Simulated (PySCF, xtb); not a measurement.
CH₅ClFNOSi, SMILES CO[Si](N)(F)Cl.

GFN2-xTB in xtb at its own geometry gives an orbital gap of 7.76 eV and a dipole moment of 3.46 D.

Geometry: B3LYP-D3(BJ)/def2-SVP. This is a generated structure with no PubChem entry under its InChIKey; it may be hypothetical. One conformer was computed; it need not be the lowest.

Question: What does PBE/def2-TZVP (PySCF) give? (Estimate from the structure and the level; the computed values follow.)

Answer: gap 6.41 eV (levels -6.77 and -0.36 eV), dipole 2.91 D.
